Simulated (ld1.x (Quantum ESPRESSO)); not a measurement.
**Varying the TM potential for manganese**

Base potential:

```
Element                 : Mn
Generator               : ld1.x (Quantum ESPRESSO) 7.5
Type                    : norm-conserving Troullier–Martins (Kleinman–Bylander form)
Functional              : revPBE
Relativity              : scalar-relativistic
Frozen core             : [Ne]
Valence charge          : 15
Reference configuration : 3s2 3p6 3d5 4s2 4p0
Partial waves           : 3s (bound): rc 1.35 bohr; 3p (bound): rc 0.95 bohr; 3d (bound): rc 1.30 bohr
Local potential         : the d channel
Core correction         : a·sin(br)/r model core, default radius (core density twice the valence density)
```

Occupied shells without a wave of their own: 4s. They enter only through the test configuration that unscreens the potential, and ld1.x also counts them in the model core charge.

Cutoffs, loose and tight: the cutoffs (Ry, on a coarse ladder) from which the occupation-weighted sum of valence levels, in a spherical-Bessel basis at the reference potential, stays within 10 and 1 mRy of its value at 400 Ry. They do not see the model core or the augmentation charge, which bear on the density cutoff. Test errors are all-electron minus pseudo excitation energies from the reference, over the configurations 3s2 3p6 3d5 4s1 4p0; 3s2 3p6 3d5 4s0 4p0; 3s2 3p6 3d4 4s0 4p0; 3s2 3p6 3d3 4s0 4p0; 3s2 3p6 3d5 4s0 4p1; 3s2 3p6 3d6 4s1 4p0; 3s2 3p6 3d5 4s0 4p2. A dash means not determined; rows that change the core or the reference have their own tests.

With those shells counted twice in exchange and correlation these files are broken, and their errors move erratically; no question is asked of them.

```csv
change,outcome,"cutoff, loose","cutoff, tight",bound ghosts,largest test error (meV)
base,"generated, misses its reference levels by 0.67 eV",140 Ry,230 Ry,none,-7036
wave 3p (bound): rc 0.95 bohr becomes 3p (bound): rc 0.66 bohr,"generated, misses its reference levels by 0.67 eV",260 Ry,over 300 Ry,none,-7030
wave 3p (bound): rc 0.95 bohr becomes 3p (bound): rc 0.76 bohr,"generated, misses its reference levels by 0.67 eV",140 Ry,230 Ry,none,-7039
wave 3p (bound): rc 0.95 bohr becomes 3p (bound): rc 0.96 bohr,"generated, misses its reference levels by 0.67 eV",140 Ry,230 Ry,none,-7036
wave 3p (bound): rc 0.95 bohr becomes 3p (bound): rc 1.12 bohr,"generated, misses its reference levels by 0.67 eV",140 Ry,160 Ry,none,-7027
wave 3p (bound): rc 0.95 bohr becomes 3p (bound): rc 1.26 bohr,"generated, misses its reference levels by 0.67 eV",140 Ry,160 Ry,none,-7021
wave 3p (bound): rc 0.95 bohr becomes 3p (bound): rc 1.44 bohr,"generated, misses its reference levels by 0.67 eV",140 Ry,160 Ry,none,-7023
```

Reading the sweep of the p radius (base included, trends over the rows without a ghost): The loose cutoff falls from 260 Ry at 0.66 to 140 Ry at 1.44 bohr. A larger radius leaves more room for a smooth pseudo-wave, so fewer plane waves are needed; a smaller one forces it to follow the all-electron wave where it bends sharply. The median size of the test errors (rows with all tests solved) stays near 2271.6 meV.
